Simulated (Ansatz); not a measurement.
H4Si2 (SMILES [SiH][SiH3]), singlet, at the geometry of the source list. Base run: CCSD/6-31G (Ansatz, a program for electronic structure).

Here is a job for Ansatz.
Ansatz 0.2 input:
```yaml
crystal:
  periodic: [false, false, false]
  atoms:
    - {symbol: Si, position_ang: [-0.55400000, -0.01010000, -0.00640000]}
    - {symbol: Si, position_ang: [1.55890000, 0.86810000, -0.09950000]}
    - {symbol: H, position_ang: [-0.93970000, -0.99400000, -1.03200000]}
    - {symbol: H, position_ang: [-1.48610000, 1.11320000, -0.20730000]}
    - {symbol: H, position_ang: [-0.98950000, -0.62700000, 1.25750000]}
    - {symbol: H, position_ang: [2.41040000, -0.35010000, 0.08770000]}
basis:
  gaussian:
    orbitals: 6-31G
magnetization: {spin_polarized: false}
correlation: {method: ccsd}
```

Each row names what was changed in the base input (with any setting that the change needs).

| change | ΔE vs base (mEh) | MP2 correlation (Eh) | CC correlation without the perturbative part (Eh) | basis functions |
|---|---|---|---|---|
| base | 0.000 | -0.09485 | -0.13011 | 34 |
| method = bccd_t | -2.047 | -0.09485 | -0.13005 | 34 |
| fitting = cc-pVTZ-JKFIT (mean field), cc-pVTZ-RIFIT (correlation) | 0.011 | -0.09484 | -0.13010 | 34 |
| method = ccsd_t | -2.041 | -0.09485 | -0.13011 | 34 |
| method = bccd | 0.063 | -0.09485 | -0.13005 | 34 |
| reference functional = pbe0 | 2.529 | - | -0.13679 | 34 |
| electrons = all | -6.751 | -0.10225 | -0.13686 | 34 |
| method = rpa | -5.124 | - | - | 34 |
| electrons = outside_noble_gas | 0.000 | -0.09485 | -0.13011 | 34 |
| lower_state_search = off | 0.000 | -0.09485 | -0.13011 | 34 |
